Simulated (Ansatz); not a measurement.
Basis-set extrapolation for C₃H₉BS (PBE0-D4/def2-TZVP geometry, frozen core, Ansatz 0.2.0). Multiplicity 1, RHF reference.

```json
{"": "HF", "def2-TZVPP": "-541.088490", "def2-QZVPP": "-541.106612"}
{"": "MP2 correlation", "def2-TZVPP": "-0.825568", "def2-QZVPP": "-0.880841"}
{"": "CCSD(T) correlation", "def2-TZVPP": "-0.922082", "def2-QZVPP": "not run"}
```

Energies in hartree. Use E(X) = E(∞) + A·exp(−7.88·√X) for Hartree–Fock and E(X) = E(∞) + B·X^(−2.97) for correlation, with X = 3 and 4, and add CCSD(T) minus MP2 of the smaller set to the MP2 limit.

**Question.** What is the CCSD(T) energy at the basis-set limit?

**Answer.** HF limit: -541.106612 + (-0.018122) × 0.13774 = -541.10911. MP2 limit: -0.880841 + (-0.055273) × 0.74074 = -0.92178. Higher-order term: -0.922082 − (-0.825568) = -0.09651. Total: -542.12740 hartree, 306.7 kJ/mol below CCSD(T)/def2-TZVPP.
